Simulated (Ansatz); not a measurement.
`Cl[SiH2][S][SbH2]` + HI → `[SbH2][I]` + `S[SiH2]Cl` at 700 K and 1 bar (ligand exchange at the Sb–S bond).

Isolated molecules relaxed with PBE0-D4/def2-TZVP in Ansatz; ΔE leaves out vibrations. CCSD(T)/CBS is the MP2 limit (def2-TZVPP, def2-QZVPP) plus CCSD(T) − MP2 in def2-TZVPP, frozen cores. Elements past krypton have def2 core potentials. For I, Sb outer-core shells are correlated without core-valence functions, which leaves a few kJ/mol of doubt a bond. One conformer a species, not always the lowest.

| species | CCSD(T)/CBS energy (Eh) | H − E (kJ/mol) | S (J/(mol·K)) |
| --- | --- | --- | --- |
| `Cl[SiH2][S][SbH2]` | -1389.13613 | 165.7 | 489.2 |
| HI | -298.03592 | 34.6 | 231.7 |
| `[SbH2][I]` | -538.67582 | 73.7 | 349.8 |
| `S[SiH2]Cl` | -1148.50980 | 126.8 | 380.7 |

H − E and S are ideal-gas, rigid-rotor, harmonic terms from PBE0-D4/def2-TZVP, for one conformer and one mirror image of each species. 1 Eh = 2625.50 kJ/mol, R = 8.31446 J/(mol·K).

Problem. By hand: ΔE, ΔH, ΔS and ΔG.

Solution. ΔE = (-538.67582) + (-1148.50980) − (-1389.13613) − (-298.03592) = -0.01357 Eh = -35.6 kJ/mol. Δ(H − E) = 73.7 + 126.8 − 165.7 − 34.6 = 0.2, so ΔH = -35.4 kJ/mol. ΔS = 349.8 + 380.7 − 489.2 − 231.7 = 9.6 J/(mol·K). ΔG = -35.4 − 700 × (9.6)/1000 = -42.1 kJ/mol.

Problem. By hand: the equilibrium constant, and the temperature at which ΔG would vanish if ΔH and ΔS stayed fixed.

Solution. log₁₀ K = −ΔG/(RT ln 10) = 3.1. ΔH and −TΔS have one sign here, so there is no such temperature.

The number of gas molecules stays the same, so ΔS is small and ΔH decides. A doubt of 5 kJ/mol in ΔE shifts log₁₀ K by 0.4 here. Other conformers and mirror images would add mixing entropy, several J/(mol·K) or more a flexible species. Modes under 60 cm⁻¹, often nearly free rotors, make the harmonic entropy too high. These are equilibria of isolated gas molecules and say nothing of rates. Largest T1 diagnostic: 0.012 (customary marks: 0.02 for closed shells, 0.045 for open ones).

ΔS is within the doubt of such terms, so its sign, and with it that verdict, could turn.
